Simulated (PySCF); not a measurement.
## Nuclear quadrupole coupling in `C#C[P@](=O)(O)CCC`

C5H9O2P.
Cartesian coordinates in Å at the GFN2-xTB level; atoms count from 1:
```
atom  x, y, z in Å
C1    -2.510    2.051    0.361
C2    -2.064    0.945    0.225
P3    -1.507   -0.723   -0.061
O4    -2.331   -1.482   -1.007
O5    -1.533   -1.384    1.410
C6     0.272   -0.574   -0.439
C7     1.039    0.134    0.668
C8     2.526    0.222    0.345
H9    -2.882    3.025    0.496
H10   -2.241   -2.032    1.423
H11    0.362   -0.039   -1.387
H12    0.642   -1.591   -0.592
H13    0.630    1.138    0.801
H14    0.896   -0.408    1.604
H15    2.684    0.775   -0.579
H16    3.060    0.729    1.145
H17    2.950   -0.773    0.225
```

Field gradients from the PBE0/pcSseg-1 density (PySCF, non-relativistic), principal values in atomic units, ordered |Vxx| ≤ |Vyy| ≤ |Vzz|:

```tsv
atom	Vxx	Vyy	Vzz
O4	-0.3015	-0.4914	0.7929
O5	-0.1527	-1.3699	1.5226
```

Problem. Find the asymmetry η = (Vxx − Vyy)/Vzz and the couplings χ = eQV/h (234.96 MHz × Q in barn × V in au), with Q(17O) = −0.0256 b.

Solution. 
```tsv
atom	environment	nucleus	η	χzz (MHz)	χxx (MHz)	χyy (MHz)
O4	phosphoryl oxygen	17O	0.24	-4.769	1.814	2.956
O5	hydroxyl oxygen	17O	0.80	-9.16	0.92	8.24
```

Problem. What is Vzz at O4 in SI units (1 au = 9.71736 × 10²¹ V/m²)?

Solution. 0.7929 au = 7.705 × 10²¹ V/m².

Were the hydrogens deuterons (Q(2H) = 0.00286 b), χzz would run from 200 kHz (H13 and H14) to 322 kHz (H10).

The structure is a single GFN2-xTB conformer in the gas phase; no vibrational or solvent corrections. GFN2-xTB bond lengths can be off by several hundredths of an ångström, more for odd bonds, and the gradients follow them. The small basis limits the accuracy of the gradients.
